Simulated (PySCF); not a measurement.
Scan of H2Mg, singlet: map of symmetric stretch and bend. Scanned: Mg-H bond length and H-Mg-H angle.

Cartesian coordinates as functions of the variables (Å; names that start with a are angles):
```
Mg  0  0  0
H  r*sin(a/2)  0  r*cos(a/2)
H  -r*sin(a/2)  0  r*cos(a/2)
```

Computed with restricted BP86/6-31G*, spherical d (PySCF).

Energy in kcal/mol above the lowest grid point; x is the Mg-H bond length (Å), y the H-Mg-H angle (°).

```csv
y \ x,1.45,1.56,1.65,1.74,1.82,1.91,1.99,2.08,2.16,2.25,2.31
180,22.4,7.1,1.3,0.0,1.5,5.5,10.4,17.1,23.7,31.6,36.9
173,22.6,7.2,1.5,0.2,1.7,5.6,10.6,17.3,23.8,31.7,37.1
163,23.5,8.1,2.4,1.0,2.5,6.4,11.3,17.9,24.5,32.3,37.6
153,25.3,9.8,3.9,2.5,3.9,7.8,12.6,19.1,25.6,33.4,38.6
143,27.7,12.2,6.3,4.7,6.0,9.8,14.5,20.9,27.3,35.0,40.2
133,31.0,15.4,9.4,7.7,8.9,12.5,17.1,23.4,29.6,37.1,42.2
123,35.3,19.5,13.4,11.5,12.6,16.0,20.4,26.5,32.6,39.9,44.9
113,40.8,24.8,18.4,16.4,17.3,20.4,24.6,30.5,36.3,43.3,48.1
103,47.7,31.4,24.8,22.4,23.0,25.9,29.9,35.4,40.9,47.6,52.2
93,56.3,39.6,32.6,30.0,30.2,32.7,36.4,41.5,46.7,53.0,57.4
83,67.0,49.8,42.4,39.3,39.2,41.3,44.5,49.2,54.0,59.9,63.9
70,84.4,66.6,58.7,55.1,54.5,55.9,58.6,62.6,66.9,72.0,75.6
```

Points that lie below all their neighbours on the grid: x = 1.74, y = 180 on the edge of the grid (0.0 kcal/mol).
